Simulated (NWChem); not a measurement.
System: C₂H₇Si, doublet; SMILES C[SiH]C

All runs: NWChem. Pople sets run with spherical d functions. Spin-unrestricted. In the optimisation the excess spin sits in a' (Cs, its own frame). No stability test was run on the SCF state. Level UHF/6-31G*: optimisations from one semi-empirical or force-field start; each run changes one setting, and all end within 0.3 mHa of each other.

```tsv
setting	optimisation steps
redundant internal coordinates, default thresholds	6
trust radius 0.05	5
loose thresholds	2
Cartesian coordinates	4
```
